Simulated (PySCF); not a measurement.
Two-component Hartree-Fock for Ge⁺ (germanium, charge +1)

Start: [Ar] 3d10 4s2 4p1; 4p1/2 filled at m_j = +1/2. Calculated with PySCF 2.14 in x2c-SVPall-2c with one added diffuse shell each of s, p, d type (6s7p4d, 47 functions): generalised Hartree-Fock with the X2C-1e Hamiltonian and a Gaussian nucleus; one run each with spin-orbit coupling (SO) switched off, then screened by Boettger's factors.

```json
{"spinor shell": "1s1/2", "electrons": "2", "ε, spin-free (eV)": "-11184.1", "ε, screened SO (eV)": "-11183.9", "weight of nominal j (screened SO)": "1.000", "rms radius, screened SO (bohr)": "0.0542"}
{"spinor shell": "2s1/2", "electrons": "2", "ε, spin-free (eV)": "-1462.2", "ε, screened SO (eV)": "-1462.1", "weight of nominal j (screened SO)": "1.000", "rms radius, screened SO (bohr)": "0.227"}
{"spinor shell": "2p1/2", "electrons": "2", "ε, spin-free (eV)": "-1274.6", "ε, screened SO (eV)": "-1296.5", "weight of nominal j (screened SO)": "1.000", "rms radius, screened SO (bohr)": "0.201"}
{"spinor shell": "2p3/2", "electrons": "4", "ε, spin-free (eV)": "-1274.6", "ε, screened SO (eV)": "-1263.9", "weight of nominal j (screened SO)": "1.000", "rms radius, screened SO (bohr)": "0.204"}
{"spinor shell": "3s1/2", "electrons": "2", "ε, spin-free (eV)": "-210.63", "ε, screened SO (eV)": "-210.55", "weight of nominal j (screened SO)": "1.000", "rms radius, screened SO (bohr)": "0.668"}
{"spinor shell": "3p1/2", "electrons": "2", "ε, spin-free (eV)": "-150.89", "ε, screened SO (eV)": "-154.03", "weight of nominal j (screened SO)": "1.000", "rms radius, screened SO (bohr)": "0.694"}
{"spinor shell": "3p3/2", "electrons": "4", "ε, spin-free (eV)": "-150.89", "ε, screened SO (eV)": "-149.25", "weight of nominal j (screened SO)": "1.000", "rms radius, screened SO (bohr)": "0.705"}
{"spinor shell": "3d3/2", "electrons": "4", "ε, spin-free (eV)": "-52.725", "ε, screened SO (eV)": "-53.067", "weight of nominal j (screened SO)": "0.998", "rms radius, screened SO (bohr)": "0.814"}
{"spinor shell": "3d5/2", "electrons": "6", "ε, spin-free (eV)": "-52.725", "ε, screened SO (eV)": "-52.375", "weight of nominal j (screened SO)": "0.999", "rms radius, screened SO (bohr)": "0.816"}
{"spinor shell": "4s1/2", "electrons": "2", "ε, spin-free (eV)": "-23.438", "ε, screened SO (eV)": "-23.397", "weight of nominal j (screened SO)": "0.996", "rms radius, screened SO (bohr)": "2.25"}
{"spinor shell": "4p1/2", "electrons": "1", "ε, spin-free (eV)": "-15.621", "ε, screened SO (eV)": "-15.763", "weight of nominal j (screened SO)": "0.972", "rms radius, screened SO (bohr)": "2.77"}
```

```
   quantity    spin-free  screened SO
E (hartree)  -2096.41571  -2096.48209
        M_J          1/2          1/2
       ⟨J²⟩        1.055        0.848
       ⟨L²⟩        2.042        2.043
       ⟨S²⟩        0.764        0.765
```

Each row is a mean over spinors that exchange with the open shell spreads, by up to 0.462 eV (3p1/2).

⟨J²⟩ departs a little from M_J(M_J + 1) because the unrestricted spinors polarise the closed shells.

Without spin-orbit coupling the j labels of p, d and f shells carry no meaning; the spin-free column gives the mean over the occupied spinors of each nl shell, and its ⟨J²⟩ belongs to a mixture of degenerate components.
